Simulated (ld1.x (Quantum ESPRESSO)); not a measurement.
## Configuration tests for nitrogen (RRKJ)

```
Element                 : N
Generator               : ld1.x (Quantum ESPRESSO) 7.5
Type                    : norm-conserving RRKJ (Kleinman–Bylander form)
Functional              : LDA (PZ)
Relativity              : scalar-relativistic
Frozen core             : [He]
Valence charge          : 5
Reference configuration : 2s1.75 2p3.25
Partial waves           : 2p (bound): rc 2.05 bohr; 3d channel at 0.45 Ry: rc 2.25 bohr; 2s (bound): rc 1.10 bohr
Local potential         : the s channel
Core correction         : a·sin(br)/r model core, default radius (core density twice the valence density)
```

Energies are relative to the spin-unpolarised reference configuration 2s1.75 2p3.25; without spin polarisation the order of configurations can differ from experiment. Spin-polarised rows fill each open shell by Hund’s rule, majority spin first.

```json
{"valence configuration": "2s2 2p3", "charge": "0", "ΔE all-electron (eV)": "-2.797", "error AE − PS (meV)": "-0.3"}
{"valence configuration": "2s2 2p2", "charge": "+1", "ΔE all-electron (eV)": "10.935", "error AE − PS (meV)": "+108"}
{"valence configuration": "2s2 2p1", "charge": "+2", "ΔE all-electron (eV)": "39.905", "error AE − PS (meV)": "+723"}
{"valence configuration": "2s2 2p0", "charge": "+3", "ΔE all-electron (eV)": "87.070", "error AE − PS (meV)": "+2629"}
{"valence configuration": "2s1 2p3", "charge": "+1", "ΔE all-electron (eV)": "22.388", "error AE − PS (meV)": "-71"}
{"valence configuration": "2s0 2p5", "charge": "0", "ΔE all-electron (eV)": "19.656", "error AE − PS (meV)": "-15"}
{"valence configuration": "2s1 2p0", "charge": "+4", "ΔE all-electron (eV)": "164.543", "error AE − PS (meV)": "+4170"}
{"valence configuration": "2s2 2p3 (spin-polarised)", "charge": "0", "ΔE all-electron (eV)": "-5.689", "error AE − PS (meV)": "+4.3"}
```

What are ΔE and the potential's error for 2s1.75 2p3.25 (spin-polarised)?

ΔE = -2.957 eV all-electron; the error (AE − PS) is +20 meV.
